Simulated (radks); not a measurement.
The numbers below are computed, except where a source is named.
S-, 17 electrons, occupied as [Ne] 3s2 3p5. Code: a radial shooting solver on a logarithmic mesh with Libxc functionals. Model: scalar-relativistic Kohn-Sham, LB94 model potential, spin-polarised, spherical densities, point nucleus; open shells are filled with parallel spins first; Watson sphere of charge +1.5 and radius 3.15 bohr.

Local quantities along the radius. ELF = 1/(1 + alpha^2) is the electron localisation function; alpha = (tau - tau_W)/tau_unif compares the Pauli kinetic energy density with that of the uniform gas (summed over spins); 4 pi r^2 rho is in e/bohr; r v_xc is r times the local exchange-correlation potential of spin up (hartree bohr). tau is taken from the large components.

| r (bohr) | ELF | alpha | 4 pi r^2 rho | r v_xc |
|---|---|---|---|---|
| 0.003125 | 1.000 | 0.01076 | 0.3105 | -0.05210 |
| 0.004005 | 1.000 | 0.01102 | 0.4940 | -0.06582 |
| 0.005132 | 1.000 | 0.01145 | 0.7798 | -0.08309 |
| 0.006577 | 1.000 | 0.01209 | 1.219 | -0.1047 |
| 0.008428 | 1.000 | 0.01302 | 1.880 | -0.1317 |
| 0.0108 | 1.000 | 0.01438 | 2.852 | -0.1649 |
| 0.01384 | 1.000 | 0.01637 | 4.236 | -0.2056 |
| 0.01774 | 1.000 | 0.01939 | 6.124 | -0.2547 |
| 0.02273 | 0.999 | 0.02412 | 8.551 | -0.3129 |
| 0.02912 | 0.999 | 0.03196 | 11.43 | -0.3804 |
| 0.03732 | 0.998 | 0.04589 | 14.44 | -0.4564 |
| 0.04783 | 0.995 | 0.07283 | 17.01 | -0.5384 |
| 0.06129 | 0.983 | 0.1306 | 18.39 | -0.6219 |
| 0.07854 | 0.933 | 0.2676 | 17.98 | -0.6984 |
| 0.1006 | 0.730 | 0.6084 | 15.89 | -0.7542 |
| 0.129 | 0.369 | 1.308 | 13.36 | -0.7676 |
| 0.1653 | 0.230 | 1.829 | 12.25 | -0.7319 |
| 0.2118 | 0.371 | 1.303 | 13.63 | -0.7271 |
| 0.2714 | 0.674 | 0.6960 | 16.40 | -0.8326 |
| 0.3478 | 0.833 | 0.4485 | 17.66 | -0.9917 |
| 0.4457 | 0.859 | 0.4055 | 15.24 | -1.132 |
| 0.5711 | 0.740 | 0.5930 | 9.966 | -1.204 |
| 0.7319 | 0.259 | 1.692 | 5.138 | -1.148 |
| 0.9378 | 0.097 | 3.045 | 3.161 | -0.9062 |
| 1.202 | 0.470 | 1.063 | 3.372 | -0.8577 |
| 1.54 | 0.829 | 0.4547 | 3.708 | -1.047 |
| 1.974 | 0.849 | 0.4211 | 3.155 | -1.206 |
| 2.529 | 0.779 | 0.5332 | 2.034 | -1.280 |
| 3.241 | 0.603 | 0.8113 | 0.9720 | -1.293 |
| 4.153 | 0.285 | 1.584 | 0.3029 | -1.242 |
| 5.322 | 0.051 | 4.318 | 0.05439 | -1.136 |
| 6.82 | 0.003 | 18.34 | 0.004861 | -1.022 |

On this mesh the ELF has minima near r = 0.17, 0.94 bohr, which separate the shells, and maxima near 0.45 (0.86), 1.7 (0.85).
